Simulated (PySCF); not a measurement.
## Rotational lines of RbBe⁺

Lines J+1 ← J of the vibrational ground state, computed from RHF-CCSD(T) constants of RbBe⁺, ¹Σ⁺ (singlet), closed shell (basis Rb x2c-SVPall, Be x2c-SVPall; spin-free X2C with a Gaussian nucleus; PySCF 2.14; masses 84.9118 and 9.0122 u), in MHz:

| J | ν (MHz) |
| --- | --- |
| 0 | 7953.6 |
| 1 | 15906.4 |
| 2 | 23857.5 |
| 3 | 31806.0 |
| 4 | 39751.0 |

Question: Find B0 and the effective bond length r0; with αe = 0.00329 cm⁻¹, find Re.

Answer: ν = 2B0(J+1) − 4D(J+1)³ gives B0 = 0.13265 cm⁻¹. With the reduced mass μred = 8.1474 u, r0 = √(16.8576/(μred·B0)) (u, cm⁻¹, Å) = 3.9494 Å. Be = B0 + αe/2 = 0.13429 cm⁻¹ gives Re = 3.925 Å.

Correlated steps freeze 9 core orbitals. The bond is weak. Basis-set superposition, not corrected here, can be much of De in a small basis, most of all at correlated wavefunction levels. For an ion De counts to the pair picked by the measured ionisation energies or electron affinities, which need not be the lowest pair at this level.
